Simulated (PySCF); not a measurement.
C₃H₄F₂Si. Atoms are numbered in the order given.

```xyz
10

C      0.9408    -2.3960     0.0000
C      0.2844    -1.3651     0.0000
C     -0.3912    -0.0680     0.0000
F     -1.2067     0.0427    -1.1131
F     -1.2067     0.0427     1.1131
Si     0.8438     1.4373     0.0000
H      1.5038    -3.3198     0.0000
H      1.6919     1.3580    -1.2345
H      0.0147     2.6869     0.0000
H      1.6919     1.3580     1.2345
```
Charge 0, spin multiplicity 1.

Coordinates come from a PBE-D3(BJ)/def2-SVP optimisation. The structure was generated by enumeration, and PubChem lists no compound with its InChIKey, so it may never have been made.

All values below come from PBE-D3(BJ)/def2-SVP in PySCF.

Frequencies are harmonic and unscaled.

```tsv
mode	ν (cm⁻¹)	IR (km/mol)	moving atoms (share of kinetic energy)
1	115	0.8	C 42 %, Si 25 %, H 18 %, F 15 %
2	149	0.5	H 85 %, C 11 %
3	182	0.7	F 43 %, C 34 %, H 23 %
4	198	0.2	F 62 %, H 16 %, C 12 %, Si 10 %
5	286	3.3	F 37 %, C 33 %, Si 17 %, H 14 %
6	412	12.1	Si 35 %, C 35 %, F 20 %, H 10 %
7	457	9.4	F 52 %, C 41 %
8	525	15.6	C 56 %, F 21 %, H 21 %
9	592	17.5	H 71 %, C 15 %, Si 11 %
10	620	24.4	H 62 %, F 18 %, Si 11 %, C 9 %
11	657	22.9	H 55 %, C 29 %, F 14 %
12	668	16.8	F 43 %, H 31 %, C 23 %
13	695	26.4	H 76 %, C 23 %
14	861	231.9	H 89 %, Si 8 %
15	899	18.7	H 95 %
16	903	30.1	H 96 %
17	1021	154.8	C 69 %, F 28 %
18	1026	37.2	C 84 %, F 10 %
19	1111	140.3	C 83 %, F 15 %
20	2161	17.3	C 91 %, H 9 %
21	2182	35.7	H 99 %
22	2203	81.3	H 96 %
23	2204	81.0	H 96 %
24	3403	69.9	H 86 %, C 14 %
```
